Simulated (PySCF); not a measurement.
# How methods differ on the fine-structure interval of P⁶⁺

P⁶⁺ [He] 2s2 2p5 [2p1/2^2 2p3/2^3, M_J = 3/2] → P⁶⁺ [He] 2s2 2p5 [2p1/2^1 2p3/2^4, M_J = 1/2], as a difference of total energies. All numbers are calculated (PySCF 2.14, the two-component X2C-1e Hamiltonian, in an even-tempered Gaussian basis (19 s from 0.6 bohr⁻², ratio 2.4; 12 p from 0.78 bohr⁻², ratio 2.4; 5 d from 5.6 bohr⁻², ratio 2.6; 5 f from 8.5 bohr⁻², ratio 2.6)). Correlated levels: nothing frozen; the 36 highest virtual spinors dropped. "Screened" scales the spin-orbit matrix elements by Boettger's factors to mimic the two-electron term; Breit and QED terms are absent.

```
                    method  fine-structure interval (cm⁻¹)
 GHF (screened spin-orbit)                          7190.6
GMP2 (screened spin-orbit)                          7785.3
     GHF (bare spin-orbit)                          8379.5
```
